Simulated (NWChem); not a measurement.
C$_{3}$H$_{3}$N$_{2}$, doublet; SMILES [c]1n[nH]cc1

```xyz
8

C     -1.2069    -0.0500     0.0000
N     -0.5864     1.0988     0.0000
N      0.7259     0.7555     0.0000
C      0.9144    -0.5987     0.0000
C     -0.3568    -1.1825     0.0000
H      1.4414     1.4842     0.0000
H      1.9174    -1.0431     0.0000
H     -0.6068    -2.2474     0.0000
```
Atoms are numbered in this order, from 1.

All runs: NWChem. Pople sets run with spherical d functions. Spin-unrestricted. Spin-contaminated determinants: UHF/6-31G* (<S²> = 1.00). In the optimisation the excess spin sits in a' (Cs, its own frame). The geometry was optimised at PBE-D3(BJ)/def2-SVP, spin-unrestricted. No stability test was run on the SCF state. Atomic charges in e: unrestrained fits to the electrostatic potential beside Mulliken populations; buried atoms are poorly determined by the fit.

For level B3LYP/def2-SVP:

- ESP C1 = 0.10
- Mulliken C1 = 0.02
- Mulliken N2 = -0.11
- ESP N3 = 0.13
- Mulliken N3 = -0.06
- Mulliken C5 = -0.11

Q: What are these values for level UHF/6-31G*?

A: ESP C1: 0.22
Mulliken C1: 0.24
Mulliken N2: -0.27
ESP N3: -0.01
Mulliken N3: -0.56
Mulliken C5: -0.37
